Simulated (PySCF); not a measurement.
C2H7BClN, SMILES B(Cl)N(C)C. Geometry optimised at PBE-D3(BJ)/def2-SVP. The structure was generated by enumeration, and PubChem lists no compound with its InChIKey, so it may never have been made. Other conformers were not sampled.

All values below come from PBE-D3(BJ)/def2-SVP (PySCF 2.14.0).

Harmonic wavenumbers (cm⁻¹): 150, 196, 229, 241, 340, 362, 449, 776, 791, 877, 1037, 1040, 1074, 1124, 1133, 1226, 1371, 1390, 1403, 1405, 1418, 1420, 1509, 2583, 2936, 2942, 2999, 3007, 3090, 3096. Rotational constants (GHz): 8.837, 2.151, 1.769; symmetry number 1.

Q: Work out the zero-point energy and the ideal-gas rigid-rotor harmonic-oscillator thermochemistry at 298.15 K and 1 atm.

A: ZPE = ½ Σ hcν = ½ × 41613 cm⁻¹ = 59.49 kcal/mol. H − E(el) = 64.14 kcal/mol. Entropy in cal/(mol K): translation 39.45, rotation 26.66, vibration 12.74, total 78.85. G − E(el) = 40.63 kcal/mol. Cp = 24.06 cal/(mol K).
